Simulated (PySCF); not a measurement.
Species: C6H11OP.
Geometry (GFN2-xTB, Å), atoms numbered from 1 in this order:
```xyz
19
C6H11OP angstrom
C      2.6547   -0.3580    0.0596
C      1.3137   -0.8090   -0.4979
P      0.1890    0.6490   -0.6000
O      0.7229    1.7419   -1.4213
C     -0.3230    1.0337    1.0972
C     -1.5233    0.5387    1.3588
C     -2.2079   -0.2496    0.2812
C     -1.4889    0.0153   -1.0427
H      3.0268    0.4813   -0.5251
H      3.3862   -1.1632    0.0210
H      2.5474   -0.0335    1.0932
H      1.4304   -1.1846   -1.5180
H      0.8649   -1.5892    0.1175
H      0.2717    1.6172    1.7794
H     -2.0277    0.6519    2.3076
H     -3.2649    0.0211    0.2250
H     -2.1613   -1.3111    0.5430
H     -1.9738    0.8204   -1.5996
H     -1.4468   -0.8630   -1.6863
```

Definitions: NICS(0) = −σiso at the ring centroid; NICS(1) = −σiso and NICS(1)zz = −σzz at ±1 Å along the ring normal z. Level: GIAO PBE0/pcSseg-1 (PySCF, non-relativistic, gas phase) on the GFN2-xTB geometry, one conformer.

Ring bond lengths (Å), with Mayer bond orders in brackets: P3–C5 1.814 (0.86), C5–C6 1.324 (1.85), C6–C7 1.501 (1.03), C7–C8 1.530 (1.01), C8–P3 1.847 (0.90).

Task: What do the NICS probes read (ppm)?

Result: 
```tsv
ring	type	NICS(0)	NICS(1), two faces	NICS(1)zz, two faces	rms pucker (Å)	centre to ring atoms, mean (Å)
P3–C5–C6–C7–C8	5-membered ring with P; formal bonds 1 double, 4 single	-2.9	-3.2 / -3.9	-2.8 / -3.6	0.10	1.35
```

Task: What can be read from them?

Result: 
- P3–C5–C6–C7–C8: mean NICS(1)zz -3.2 ppm, shielded. P3, C7, C8 have four or more neighbours; no verdict on aromaticity is drawn.

Task: Give the inner angles of the rings and the Hirshfeld charges of the ring atoms.

Result: 
- P3–C5–C6–C7–C8: P3 92.3° (+0.427 e), C5 111.2° (-0.106 e), C6 117.9° (-0.022 e), C7 108.4° (-0.067 e), C8 106.2° (-0.114 e); sum 536.0° against 540° for a flat convex ring.

Time: 43 s wall (with the writing of density and orbital grids); peak memory 0.89 GiB. Hardware: an Arm Neoverse V1 with one thread, shared host with 32 logical CPUs at a one-minute load of 11. This is the whole shielding run at PBE0/pcSseg-1, SCF included.
